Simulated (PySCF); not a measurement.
C₄H₂ClFO, SMILES Fc1ccc(Cl)o1, point group Cs.

Force field and properties: PBE0/pcSseg-1 (PySCF, grid level 2). Vibrational terms come from second-order perturbation theory with semi-diagonal cubic constants, by steps of ±0.4 along the normal coordinates of each isotopologue. The parent has the commonest isotopes.

Equilibrium geometry (Å):

```tsv
atom	x	y	z
F1	-2.1738	-1.2775	-0.2450
C2	-1.0599	-0.5953	-0.3215
C3	-0.8049	0.7010	-0.5885
C4	0.6238	0.8110	-0.5204
C5	1.0785	-0.4261	-0.2205
Cl6	2.6409	-1.0497	0.0169
O7	0.0510	-1.3084	-0.0939
H8	-1.5283	1.4742	-0.8045
H9	1.2269	1.6949	-0.6749
```

(1) Give the equilibrium and ground-state rotational constants (MHz) of parent; ²H at 9.

(2) How is the parent's vibrational correction B0 − Be made up?

(3) And its quartic centrifugal distortion constants from the harmonic force field?

(4) Which nuclear quadrupole couplings χaa, χbb, χcc (MHz) does the parent show, at equilibrium and averaged?

A mode lies under 250 cm⁻¹, where this perturbation treatment is rough.

Results:

(1) 
```json
{"species": "parent", "Ae": "6248.8", "Be": "1405", "Ce": "1147.1", "A0": "6213.1", "B0": "1398.8", "C0": "1141.5", "Δ0 (u Å²)": "0.090", "harmonic ZPE (cm⁻¹)": "11714"}
{"species": "²H at 9", "Ae": "5836.1", "Be": "1403.3", "Ce": "1131.3", "A0": "5804.4", "B0": "1397", "C0": "1125.8", "Δ0 (u Å²)": "0.094", "harmonic ZPE (cm⁻¹)": "11008"}
```

Δ0 = Ic − Ia − Ib from the ground-state constants.

(2) 
```json
{"axis": "a", "harmonic": "7.17", "Coriolis": "-4.75", "cubic": "-38.1", "total (MHz)": "-35.7"}
{"axis": "b", "harmonic": "0.751", "Coriolis": "-0.312", "cubic": "-6.61", "total (MHz)": "-6.17"}
{"axis": "c", "harmonic": "0.247", "Coriolis": "-0.106", "cubic": "-5.69", "total (MHz)": "-5.55"}
```

(3) Asymmetric top, A reduction, Ir representation: ΔJ = 0.0539 kHz, ΔJK = -0.146 kHz, ΔK = 3.95 kHz, δJ = 0.0134 kHz, δK = 0.228 kHz.

(4) 35Cl at 6: -67.7, 28.6, 39.1 and -67.3, 28.5, 38.8.
